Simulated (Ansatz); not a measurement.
The molecule AlS-, closed-shell singlet (lowest of 2S+1 = 1, 3, 5 at CCSD(T)/def2-TZVPP on PBE0 minima; our sources give no spin for the ground state, which may be another).

Constants: fifth-degree fit in 1/R to seven points, most abundant isotopes. Runs in def2 and cc sets follow the lowest solution found near the PBE0 minimum. The singlet is held restricted.

Correlated levels freeze the cores.

Programs: Ansatz (Gaussian basis) for Hartree–Fock, density functionals and correlated methods. Each number belongs to the level named beside it.

Energies at CCSD/aug-cc-pV(Q+d)Z:

| R (Å) | E (hartree) |
|---|---|
| 1.947251 | -639.82761030 |
| 1.999597 | -639.83313873 |
| 2.047754 | -639.83578541 |
| 2.102194 | -639.83649612 |
| 2.156633 | -639.83526083 |
| 2.219448 | -639.83194554 |
| 2.292731 | -639.82615304 |

### Question
With a reduced mass of 14.6328 u, find the minimum, the force constant and the constants.

### Answer
A fifth-degree polynomial in 1/R puts the minimum at r_e = 2.0929 Å with force constant 297 N/m. Then ω_e = (1/2πc)√(k/μ) = 587 cm⁻¹ and B_e = h/(8π²cμr_e²) = 0.2630 cm⁻¹; the cubic and quartic terms give α_e = 0.0014 and ω_e x_e = 2.1 cm⁻¹.

Ansatz is a first-principles code.
